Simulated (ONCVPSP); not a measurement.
## iridium: one change to an ONCV potential, before and after

iridium (Ir), optimised norm-conserving Vanderbilt (ONCV), made with ONCVPSP 4.0.1 (PBEsol, fully relativistic). Core [Kr] 4d10 4f14, reference 5s2 5p6 5d7 6s1.75 6p0.25. Waves: 5s+6s: rc 1.85 bohr, ncon 5, nbas 9, qcut 8.2 1/bohr, 3 projectors, debl 2.7 Ha; 5p+6p: rc 1.70 bohr, ncon 4, nbas 7, qcut 8.5 1/bohr, 2 projectors; 5d: rc 2.20 bohr, ncon 4, nbas 9, qcut 5.9 1/bohr, 1 projector. Local part: polynomial inside 1.70 bohr (lpopt 3, dvloc0 6 Ha). Core correction: polynomial model core, fcfact 0.35.

Open shells are filled in proportion to 2j + 1.

Change: all radii but the core radius scaled by about 1.30 (s 2.42, p 2.22, d 2.86 bohr); local potential polynomial inside 2.22 bohr (lpopt 3, dvloc0 6 Ha).

Cutoffs: the cutoffs (Ha) at which the residual kinetic energy of the hardest occupied pseudo-wave falls to 1 and 0.1 mHa per electron; they do not see the model core or the augmentation charge, which bear on the density cutoff. Errors are all-electron minus pseudo energies relative to the spin-unpolarised reference configuration.

What does the change do?

The potential gets softer (23 Ha and 27 Ha → 18 Ha and 21 Ha); the bound ghost in s disappears; of the 3 tests that both files solve, the error grows in 2 and shrinks in 0 by more than 15 % and 0.3 meV (median size 0.2 → 1.4 meV). A larger radius leaves more room for a smooth pseudo-wave, so fewer plane waves are needed.

| quantity | base | changed |
| --- | --- | --- |
| cutoff, loose | 23 Ha | 18 Ha |
| cutoff, tight | 27 Ha | 21 Ha |
| loose cutoff by channel | s 23 Ha, p 21 Ha, d 14 Ha | s 14 Ha, p 18 Ha, d 12 Ha |
| bound ghosts | s | none |
| GHOST(+) flags under 300 eV | none | none |
| tests with a reliable result | 3 of 4 | 3 of 4 |
| error for 5s2 5p6 5d7 6s2 6p0, meV [ΔE -1.30 eV] | -0.1 | -0.2 |
| error for 5s2 5p6 5d7 6s1 6p0, meV [ΔE 8.64 eV] | -0.2 | -1.4 |
| error for 5s2 5p6 5d7 6s0 6p2, meV [ΔE 9.69 eV] | -2.7 | -13 |
| rms error of d²Exc/dni dnj with the model core, mHa | 1.99 | 1.98 |

 A true bound ghost makes a file unfit for plane-wave use even where its test errors are small: the radial tests pick states by their node count and pass the ghost by.
